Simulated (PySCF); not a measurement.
2-hydroxypyridine, C₅H₅NO.
Z-matrix (Å and degrees, PBE0-D3(BJ)/def2-TZVP geometry), rows numbered from 1:
```
O 
C   1  1.3426
C   2  1.3948  1  118.79
C   3  1.3781  2  117.41  1   179.97
C   4  1.3915  3  119.61  2    -0.09
C   5  1.3812  4  117.88  3     0.00
N   2  1.3195  1  117.31  3   179.87
H   1  0.9660  2  106.09  3  -179.94
H   3  1.0819  2  120.06  1    -0.11
H   4  1.0841  3  119.93  2   179.93
H   5  1.0820  4  121.52  3  -179.98
H   6  1.0860  5  120.72  4   179.97
```

The closed-shell ground state was solved at several levels (PySCF, density fitting, gas phase, non-relativistic). The structure is a single PBE0-D3(BJ)/def2-TZVP conformer in the gas phase; no vibrational or solvent corrections.

```csv
level,basis functions,total energy (Eh),HOMO (eV),LUMO (eV),gap (eV),dipole (D)
KT3/pcSseg-2,322,-328.6358,-5.94,-1.68,4.26,1.13
B97-2/pcSseg-2,322,-323.5276,-6.74,-0.88,5.86,1.25
wB97X-D/pcSseg-2,322,-323.5308,-8.73,0.92,9.65,1.34
```

(1) Estimate the row for PBE0/pcSseg-2, a basis of 322 functions; the other rows only guide the guess.

(2) Over all these levels, which gives the widest orbital gap and which the narrowest?

(3) In the pcSseg-2 basis, how does the gap go with the fixed share of exact exchange?

(4) How far do the dipole and the HOMO energy spread over the levels?

Results:

(1) Total energy -323.2740 Eh, HOMO -6.99 eV, LUMO -0.85 eV, gap 6.14 eV, dipole 1.27 D.

(2) wB97X-D/pcSseg-2 (range-separated hybrid) has the widest, 9.65 eV, and KT3/pcSseg-2 (GGA) the narrowest, 4.26 eV. From the narrowest to the widest the HOMO moves by -2.79 eV and the LUMO by +2.60 eV.

(3) KT3 (0 %) 4.26 eV; B97-2 (21 %) 5.86 eV; PBE0 (25 %) 6.14 eV. Each rise in the share widens the gap here.

(4) The dipole runs from 1.13 to 1.34 D (mean 1.25 D) and the HOMO from -8.73 to -5.94 eV.

Note: wB97X-D ran without an empirical dispersion term, which enters the total energy and its gradient alone.
